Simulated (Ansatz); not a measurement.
Steps of a relaxation of Cl2I2Zr, SMILES `[Cl][Zr]([Cl])([I])[I]` with RKS PBE-D4/def2-SVP.

```sh
$ ansatz run in.yaml --threads 4 --pin off --events-out ev --progress --plain --max-ram 11315MiB
```

```yaml
crystal:
  periodic: [false, false, false]
  atoms:
    - {symbol: Cl, position_ang: [0.043600, -0.992000, 2.784700]}
    - {symbol: Zr, position_ang: [-0.210300, 0.107000, 0.067500]}
    - {symbol: Cl, position_ang: [2.127800, -1.147200, -0.859800]}
    - {symbol: I, position_ang: [-2.287200, -0.865700, -1.603000]}
    - {symbol: I, position_ang: [0.376100, 2.824200, -0.430800]}
basis:
  gaussian: {orbitals: def2-SVP}
hamiltonian: {xc: pbe, dispersion: d4}
relax: {f_tol: 0.03, max_steps: 200}
```

Positions (Å) and forces (eV/Å) along the path, 6 of 6 steps:

```xyz
5
step=1 energy=-42514.6830 eV
Cl    0.044   -0.992    2.785   -0.465    1.284   -2.800
Zr   -0.210    0.107    0.068    2.484   -1.917    0.588
Cl    2.128   -1.147   -0.860   -2.643    1.419    0.921
I    -2.287   -0.866   -1.603    1.063    0.594    0.965
I     0.376    2.824   -0.431   -0.439   -1.381    0.326
5
step=2 energy=-42516.4775 eV
Cl    0.011   -0.908    2.609   -0.308    1.094   -2.553
Zr   -0.100    0.026    0.080    1.837   -1.639    1.080
Cl    1.987   -1.073   -0.816   -1.896    0.989    0.685
I    -2.189   -0.818   -1.515    0.584    0.273    0.554
I     0.341    2.699   -0.398   -0.217   -0.717    0.233
5
step=3 energy=-42517.3675 eV
Cl   -0.006   -0.833    2.427   -0.154    0.438   -0.924
Zr   -0.010   -0.056    0.140   -0.347    0.136    0.291
Cl    1.873   -1.017   -0.771    0.147   -0.120   -0.125
I    -2.135   -0.801   -1.464    0.459    0.110    0.481
I     0.328    2.634   -0.374   -0.106   -0.564    0.277
5
step=4 energy=-42517.4754 eV
Cl   -0.084   -0.718    2.290   -0.147   -0.229    1.030
Zr    0.013   -0.061    0.116    0.301    0.226   -1.240
Cl    1.906   -1.056   -0.815   -0.050   -0.002    0.028
I    -2.103   -0.831   -1.368   -0.078   -0.048    0.064
I     0.317    2.592   -0.265   -0.027    0.052    0.117
5
step=5 energy=-42517.5327 eV
Cl   -0.157   -0.646    2.287    0.005    0.031   -0.114
Zr    0.058   -0.060    0.034   -0.009   -0.029    0.150
Cl    1.937   -1.091   -0.871    0.043   -0.015   -0.017
I    -2.118   -0.892   -1.321   -0.019    0.022   -0.007
I     0.330    2.616   -0.170   -0.020   -0.010   -0.012
5
step=6 energy=-42517.5342 eV
Cl   -0.157   -0.650    2.285    0.000    0.007   -0.017
Zr    0.067   -0.069    0.038   -0.001   -0.005    0.016
Cl    1.954   -1.095   -0.866   -0.002    0.001   -0.002
I    -2.124   -0.867   -1.317    0.006    0.004    0.003
I     0.311    2.608   -0.181   -0.002   -0.008    0.001
```

Hardware: 4 threads of an Arm Neoverse V1 on a shared host. Wall time 14 s, peak host memory 0.2 GiB.
